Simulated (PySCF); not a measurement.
Q: What does the GFN2-xTB structure of `C[C@H](OC(F)F)C(=O)[O-]` look like in three dimensions? (Charge -1.)

A: 
Z-matrix in Å and degrees, rows numbered from 1:
```
C 
C   1  1.5181
O   2  1.4542  1  106.59
C   3  1.3249  2  115.30  1  -178.34
F   4  1.3563  3  109.20  2   162.86
F   4  1.3966  3  111.45  2   -84.14
C   2  1.6090  1  109.55  3  -125.45
O   7  1.2313  2  112.60  1   -58.82
O   7  1.2334  2  116.71  1   122.25
H   1  1.0875  2  109.11  3    56.32
H   1  1.0901  2  111.50  3   -64.14
H   1  1.0870  2  107.97  3   174.93
H   2  1.1004  1  110.10  3   116.86
H   4  1.0991  3  116.44  2    38.82
```

The C–O distances run from 1.231 Å (C7=O8, drawn double in one of several resonance forms) to 1.454 Å (C2–O3, drawn single), a spread of 0.223 Å. Of the pairs four or more bonds apart, O9···H14 is among the closest relative to their van der Waals radii: 2.10 Å, 77 % of the sum of Bondi's values. The C–F distances run from 1.356 Å (C4–F5, drawn single) to 1.397 Å (C4–F6, drawn single), a spread of 0.041 Å. The 2 C–C bonds span 1.518 Å (C1–C2, drawn single) to 1.609 Å (C2–C7, drawn single), a spread of 0.091 Å.

The geometry is computed with GFN2-xTB (gas phase).

Point group: C1 (no symmetry element, even within 0.4 Å). Whether it is a minimum is left open (no frequencies). Torsions: C1–C2–O3–C4 -178°, C2–O3–C4–F5 163°, C1–C2–C7–O8 -59°.

One conformer stands for the species.
